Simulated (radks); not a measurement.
Values are calculated unless marked as measured or tabulated.
Q: The mean radii <r> (bohr) of the occupied orbitals of an atom or ion are listed with their occupations. Code: a radial shooting solver on a logarithmic mesh with Libxc functionals. Model: scalar-relativistic Kohn-Sham, XLYP, spin-polarised, spherical densities, finite nucleus; Fermi nuclear charge, rms radius of each element as measured or else 0.836 A^(1/3) + 0.57 fm.

orbital  occ.      <r>
1s          2  0.01899
2s          2  0.08038
2p          6  0.07172
3s          2   0.2087
3p          6   0.2085
3d         10   0.1890
4s          2   0.4683
4p          6   0.4977
4d         10   0.5353
5s          2    1.124
5p          6    1.307
4f         14   0.6698

Name the element and its charge. Open shells, if any, are filled with parallel spins first.

A: Z = 72, hafnium, charge +4: Hf4+ in [Xe] 4f14. The 1s radius gives Z: for a bare nucleus <r> = (2 gamma + 1)/(2Z) with gamma = sqrt(1 - (Z/c)^2), 0.01876 bohr for Z = 72, and screening makes it slightly larger (0.01899 here). The occupations add up to 68, and the charge is Z minus that.
